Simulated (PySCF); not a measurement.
PySCF 2.14 output of an unrestricted PBE calculation on a single atom or ion in ANO-RCC-VTZP (6s5p3d2f1g, 59 functions), with the spin-free X2C one-electron Hamiltonian (Gaussian nucleus):

```
SCF conv_tol = 1e-09
number electrons alpha = 11  beta = 9
    J. P. Perdew, K. Burke, and M. Ernzerhof.,  Phys. Rev. Lett. 77, 3865 (1996)
    J. P. Perdew, K. Burke, and M. Ernzerhof.,  Phys. Rev. Lett. 78, 1396 (1997)
    J. P. Perdew, K. Burke, and M. Ernzerhof.,  Phys. Rev. Lett. 77, 3865 (1996)
    J. P. Perdew, K. Burke, and M. Ernzerhof.,  Phys. Rev. Lett. 78, 1396 (1997)
cycle= 1 E= -947.051449773096  delta_E= -0.00585  |g|= 0.0118  |ddm|= 0.0454
cycle= 2 E= -947.051465938633  delta_E= -1.62e-05  |g|= 0.00461  |ddm|= 0.00517
cycle= 3 E= -947.051469978594  delta_E= -4.04e-06  |g|= 0.00175  |ddm|= 0.00219
cycle= 4 E= -947.051470549895  delta_E= -5.71e-07  |g|= 2e-05  |ddm|= 0.000555
cycle= 5 E= -947.05147055  delta_E= -1.05e-10  |g|= 9.35e-07  |ddm|= 8.48e-06
converged SCF energy = -947.05147055  <S^2> = 2.0004149  2S+1 = 3.0002766
```

The run itself started from symmetry-adapted Hartree-Fock orbitals and held the occupation by maximum overlap, on a logarithmic radial grid, so the iterations belong to that start.

Question: Which element, charge and spin multiplicity is this?

Answer: V³⁺ (vanadium, charge +3), multiplicity 3; the state was [Ar] 3d2, high-spin 3F determinant.
